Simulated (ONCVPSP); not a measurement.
**germanium: one change to an ONCV potential, before and after**

Ge (Z = 32), optimised norm-conserving Vanderbilt (ONCV), made with ONCVPSP 4.0.1 (PBE, fully relativistic). Core [Ar] 3d10, reference 4s1.5 4p2.5. Waves: 4s: rc 1.40 bohr, ncon 4, nbas 7, qcut 4.4 1/bohr, local; 4p: rc 2.45 bohr, ncon 4, nbas 8, qcut 2.7 1/bohr, 1 projector. Local part: the s channel. Core correction: none.

Open shells are filled in proportion to 2j + 1.

All-electron outer shells of the reference configuration (PBE, scalar-relativistic, ld1.x):

```tsv
shell	level (eV)	outermost node (bohr)	outermost maximum (bohr)
3p	-116.53	0.23	0.54
3d	-30.20	–	0.50
4s	-12.22	0.77	1.73
4p	-4.25	0.82	2.19
```

Change: p: qcut 2.

Cutoffs: the cutoffs (Ha) at which the residual kinetic energy of the hardest occupied pseudo-wave falls to 1 and 0.1 mHa per electron; they do not see the model core or the augmentation charge, which bear on the density cutoff. Errors are all-electron minus pseudo energies relative to the spin-unpolarised reference configuration.

Predict the effect on cutoff, ghosts and configuration errors.

The potential gets neither clearly harder nor softer (26 Ha and 60 Ha → 26 Ha and 60 Ha); both files keep a bound ghost (p); of the 4 tests that both files solve, the error grows in 0 and shrinks in 1 by more than 15 % and 0.3 meV (median size 8.3 → 5.6 meV); the range in which the p3/2 phases agree widens (upper end 2.2 → at the end of the scan).

```tsv
quantity	base	changed
cutoff, loose	26 Ha	26 Ha
cutoff, tight	60 Ha	60 Ha
loose cutoff by channel	s 26 Ha, p 2.8 Ha	s 26 Ha, p 2.9 Ha
bound ghosts	p1/2	p1/2
GHOST(+) flags under 300 eV	none	none
error for 4s2 4p2, meV [ΔE -3.95 eV]	+3.9	+3.4
error for 4s2 4p1, meV [ΔE 3.50 eV]	+2.7	+2.6
error for 4s2 4p0, meV [ΔE 18.94 eV]	-13	-7.9
error for 4s0 4p4, meV [ΔE 12.24 eV]	+41	+37
s: phases at 1.42 bohr within 0.05 rad from the reference energy up to (Ha; the scan ends near 5)	2.7	2.7
p3/2: phases at 2.48 bohr within 0.05 rad from the reference energy up to (Ha; the scan ends near 5)	2.2	to the end of the scan
p1/2: phases at 2.48 bohr within 0.05 rad from the reference energy up to (Ha; the scan ends near 5)	1.7	1.7
```

 A true bound ghost makes a file unfit for plane-wave use even where its test errors are small: the radial tests pick states by their node count and pass the ghost by.
